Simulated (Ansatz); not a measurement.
Consider the hydrogenolysis of a B–O bond: `CN(C)B(O)O` + H₂ → `CN(C)BO` + H₂O.

Isolated molecules relaxed with PBE0-D4/def2-TZVP in Ansatz; ΔE leaves out vibrations. CCSD(T)/CBS adds triple-zeta CCSD(T) − MP2 to the extrapolated MP2 energy (def2 sets, frozen cores). This one scheme is used for every species. DFT in def2-TZVPP. One conformer a species, not always the lowest.

`CN(C)B(O)O`:

Z-matrix (Å, degrees):
```
C
N 1 1.435
H 1 1.098 2 111.5
H 1 1.098 2 111.4 3 120.0
H 1 1.092 2 112.0 3 -120.0
C 2 1.442 1 113.4 3 -60.1
B 2 1.415 1 124.9 3 119.8
H 6 1.088 2 110.0 1 -179.9
H 6 1.098 2 111.1 1 59.9
H 6 1.098 2 111.1 1 -59.7
O 7 1.375 2 118.7 1 180.0
O 7 1.379 2 124.6 1 0.0
H 11 0.959 7 110.7 2 180.0
H 12 0.957 7 114.9 2 -0.1
```

H₂:

Z-matrix (Å, degrees):
```
H
H 1 0.746
```

`CN(C)BO`:

Cartesian coordinates in Å:
```
C 1.315 -0.510 0.042
N -0.067 -0.098 0.006
C -1.012 -1.180 0.075
B -0.460 1.241 -0.087
O 0.496 2.226 -0.149
H 1.548 -1.174 -0.799
H 1.965 0.361 -0.012
H 1.537 -1.057 0.967
H -0.881 -1.876 -0.764
H -2.029 -0.789 0.042
H -0.892 -1.755 1.002
H -1.632 1.511 -0.113
H 0.111 3.100 -0.211
```

H₂O:

Z-matrix (Å, degrees):
```
O
H 1 0.960
H 1 0.960 2 105.1
```

**Question.** Is it downhill or uphill in electronic energy at CCSD(T)/CBS, and by how much? (Estimate.)

**Answer.** The calculation gave: Uphill: ΔE = +78.1 kJ/mol.

**Question.** What do these levels give: r2SCAN-D4, PBE0-D4, r2SCAN0-D4, r2SCAN, HF/def2-SVP, CCSD(T)/def2-SVP, HF/def2-TZVPP, SCS-MP2/def2-TZVPP, CCSD/def2-TZVPP, HF/CBS(def2), MP2/CBS(def2), CCSD/CBS(def2)? (An estimate is asked.)

**Answer.** Ansatz gave: r2SCAN-D4 87.6, PBE0-D4 79.6, r2SCAN0-D4 86.6, r2SCAN 86.5, HF/def2-SVP 90.2, CCSD(T)/def2-SVP 94.8, HF/def2-TZVPP 77.9, SCS-MP2/def2-TZVPP 79.8, CCSD/def2-TZVPP 78.9, HF/CBS(def2) 77.1, MP2/CBS(def2) 80.3, CCSD/CBS(def2) 76.3 kJ/mol.

Largest T1 diagnostic among the species: 0.012.

Leaving LDA and LC-ωPBE aside and taking each functional with its dispersion term where it has one, the values, not all of them listed here, spread over 8.8 kJ/mol, from PBE-D4 to r2SCAN-D4. LDA lies +13.3 kJ/mol from PBE without D4. The D4 term adds +6.0 kJ/mol with B3LYP and +3.3 kJ/mol with PBE0; it sums over pairs of atoms, weighted by their polarisabilities, and B3LYP, whose exchange is more repulsive, gets the larger term.

B3LYP here is the variant with VWN-RPA as its local correlation; programs differ in this.
